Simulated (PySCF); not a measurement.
Electronic structure of Ar²⁺ (argon, charge +2) at the UHF level

Configuration: [Ne] 3s2 3p4, high-spin 3P determinant. All numbers are calculated (PySCF 2.14, the non-relativistic Hamiltonian (point nucleus), in aug-cc-pV(D+d)Z (5s4p3d, 32 functions)).

```
Total energy                                                  : -525.291650 hartree
One-electron energy                                           : -709.5561 hartree
Hartree (Coulomb) energy                                      : 213.7290 hartree
Exchange energy                                               : -29.4646 hartree
Kinetic energy                                                : 525.13814 hartree
⟨S²⟩                                                          : 2.0077
⟨L²⟩                                                          : 2.023
Sum of ⟨r⟩                                                    : 11.83 bohr
Sum of ⟨r²⟩                                                   : 15.80 bohr²
Traceless quadrupole moment −½Σ⟨3z² − r²⟩ along its main axis : -1.11 e·bohr²
Density at the nucleus (Gaussians lack the cusp)              : 3740 bohr⁻³
Spin density at the nucleus                                   : 0.493 bohr⁻³
Langevin diamagnetic susceptibility                           : -12.5 ×10⁻⁶ cm³/mol
Time after the integrals                                      : 0.12 s of wall time on 1 thread of Neoverse-N1 (shared host)
```

```csv
shell,electrons,mean orbital energy (hartree),spread (hartree),"rms radius, mean of both spins (bohr)"
1s α,1,-119.76193,0,0.0998
1s β,1,-119.72986,0,0.0998
2s α,1,-13.43984,0,0.448
2s β,1,-13.40872,0,0.448
2p α,3,-10.69804,0.03527,0.417
2p β,3,-10.64288,0.02331,0.417
3s α,1,-2.33779,0,1.44
3s β,1,-2.04520,0,1.44
3p α,3,-1.60035,0.09284,1.59
3p β,1,-1.48006,0,1.59
```
